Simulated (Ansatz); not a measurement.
`C#[C][GeH2][NH2]` → 2 C• + Ge• + 5 H• + N•  (atomization)

Isolated molecules relaxed with PBE0-D4/def2-TZVP in Ansatz; ΔE leaves out vibrations. CBS: MP2 limit from def2 TZ/QZ plus the TZ coupled-cluster correction, frozen cores. This one scheme is used for every species, atoms too. DFT in def2-TZVPP. B3LYP here is the variant with VWN-RPA as its local correlation; programs differ in this. HSE06 is defined as in plane-wave codes. Open shells (•) are unrestricted, without spin–orbit coupling. Spin–orbit coupling would lower the free atoms: a little for C; clearly for Ge. For Ge outer-core shells are correlated without core-valence functions, so the limit isn't a true one: a few kJ/mol of doubt a bond, and 10 to 20 or more in all where bonds break to atoms. Scalar relativity is left out up to krypton. Each species was taken in one conformer, which may not be the lowest.

(1) What is ΔE at CCSD(T)/CBS? (Best estimate.)

(2) What do these levels give: revPBE-D4, BLYP-D4, r2SCAN-D4, B3LYP-D4, HSE06-D4, BHLYP-D4, CAM-B3LYP-D4, PBE0, SCS-MP2/def2-TZVPP, MP2/def2-QZVPP, SCS-MP2/def2-QZVPP, CCSD/CBS(def2)? (Best estimate.)

Largest T1 diagnostic among the species: 0.012.

Results:

(1) Ansatz gave: +777.0 kcal/mol.

(2) Ansatz gave: revPBE-D4 769.3, BLYP-D4 775.3, r2SCAN-D4 772.7, B3LYP-D4 774.1, HSE06-D4 773.9, BHLYP-D4 748.5, CAM-B3LYP-D4 776.9, PBE0 770.2, SCS-MP2/def2-TZVPP 769.1, MP2/def2-QZVPP 781.5, SCS-MP2/def2-QZVPP 782.7, CCSD/CBS(def2) 762.8 kcal/mol.

At CCSD(T), def2-SVP lies −49.8 kcal/mol from the extrapolated value and def2-TZVPP −19.4 kcal/mol: correlation converges slowly with the basis, and small sets miss more of it in the bonded molecule than in its fragments. Leaving LDA and LC-ωPBE aside and taking each functional with its dispersion term where it has one, the values, not all of them listed here, spread over 41.8 kcal/mol, from BHLYP-D4 to PBE-D4. LDA lies +101.5 kcal/mol from PBE without D4, its usual overbinding.

For atomizations the MP2-based limit and the directly extrapolated one differ by several kJ/mol either way, and by 10 to 25 for some Ge, Se and Sn compounds, so smaller differences from it don't rank the levels.
